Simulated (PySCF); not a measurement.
## Working out the ionisation energy of Cl²⁺

Cl²⁺ [Ne] 3s2 3p3 (4S) → Cl³⁺ [Ne] 3s2 3p2 (3P). All numbers are calculated (PySCF 2.14, scalar relativity by spin-free X2C-1e, in x2c-QZVPPall with one added diffuse shell each of s, p, d, f type (10s7p5d3f1g, 86 functions)). Frozen: 1s2. Energies in hartree (1 hartree = 27.21139 eV):

| part | Cl²⁺ (lower) | Cl³⁺ (upper) |
| --- | --- | --- |
| UHF | -459.642057 | -458.210494 |
| MP2 opposite-spin | -0.201633 | -0.189764 |
| MP2 same-spin | -0.084257 | -0.069339 |

Question: What does Hartree-Fock give?

Answer: (-458.210494) − (-459.642057) = 1.431563 hartree = 38.955 eV.

Question: What do MP2 and SCS-MP2 (6/5 opposite-spin, 1/3 same-spin) give?

Answer: The opposite-spin parts differ by 0.323 eV and the same-spin parts by 0.406 eV. MP2: 38.955 + (0.323) + (0.406) = 39.684 eV. SCS-MP2: 38.955 + 1.2 × (0.323) + (0.406)/3 = 39.478 eV.

A first-order spin-orbit estimate adds -0.102 eV to MP2 (valence and next inner shell), giving 39.582 eV against 39.8 ± 0.11 eV (semi-empirical (NIST evaluation); NIST Atomic Spectra Database, ionization energies).

What remains against the reference includes basis incompleteness, the frozen core and correlation beyond second order.
